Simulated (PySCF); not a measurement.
## TDDFT excited states: C6H9Cl

Compound: C6H9Cl.
Numbering: `[Cl:1][CH:2]1[CH2:3][C:4]2([CH2:5][CH2:6]2)[CH2:7]1` (hydrogens: H8 on C2; H9, H10 on C3; H11, H12 on C5; H13, H14 on C6; H15, H16 on C7)

The calculation used TDDFT PBE0/def2-SVPD, vertical, gas phase, core orbitals frozen in the response (PySCF 2.14.0, density-fitted response routines). Isolated species at its GFN2-xTB geometry, gas phase.

| state | E (eV) | λ (nm) | ν̃ (cm⁻¹) | f | \|μ\| (D) | symmetry | main configurations (H = HOMO, L = LUMO) |
| --- | --- | --- | --- | --- | --- | --- | --- |
| S1 | 7.12 | 174.2 | 57390 | 0.012 | 0.66 | A′ | H→L (80%), H-1→L (10%) |
| S2 | 7.26 | 170.7 | 58570 | 0.0006 | 0.15 | – | H-2→L (97%) |
| S3 | 7.56 | 164.1 | 60940 | 0.0023 | 0.29 | A′ | H-1→L (52%), H→L+1 (38%) |
| S4 | 7.60 | 163.1 | 61330 | 0.026 | 0.95 | A′ | H→L+1 (51%), H-1→L (32%) |
| S5 | 7.65 | 162.1 | 61700 | 0.017 | 0.77 | A′ | H-1→L+1 (81%), H→L+2 (9%) |
| S6 | 7.77 | 159.6 | 62660 | 0.0011 | 0.20 | – | H→L+2 (79%), H-1→L+1 (9%) |
| S7 | 7.91 | 156.8 | 63760 | 0.037 | 1.11 | A″ | H-2→L+1 (76%), H-2→L+2 (18%) |
| S8 | 7.93 | 156.4 | 63930 | 0.0077 | 0.51 | A′ | H-1→L+2 (86%) |

Triplets (Tamm–Dancoff): T1 6.54 eV, H→L (69%), H-3→L (15%), H-1→L (10%); T2 6.60 eV, H-2→L (93%); T3 7.22 eV, H-1→L (66%), H→L (13%).

The lowest singlet comes at 174 nm (687 kJ/mol) in the vacuum ultraviolet; it is weak; its leading configuration is HOMO→LUMO (80%). The strongest level in the table is S7 at 7.91 eV (157 nm, f = 0.037). Löwdin shares by element: HOMO carbon 41% or more, chlorine 27% (atoms not listed hold the other 32%); LUMO chlorine 48%, carbon 32% or more (atoms not listed hold the other 20%). Weighted by f, the mean energy of these states is 7.69 eV. Of the 8 states listed, 4 reach f = 0.01 and none stays under 0.0005. Orbital energies (eV): HOMO-3 -8.85, HOMO-2 -8.23, HOMO-1 -8.02, HOMO -7.90, LUMO 0.66, LUMO+1 0.76, LUMO+2 1.00. Symmetry labels in Cs follow from the direction of the transition dipole and are given only for states with f of 0.002 or more. The window holds the lowest 8 singlets.
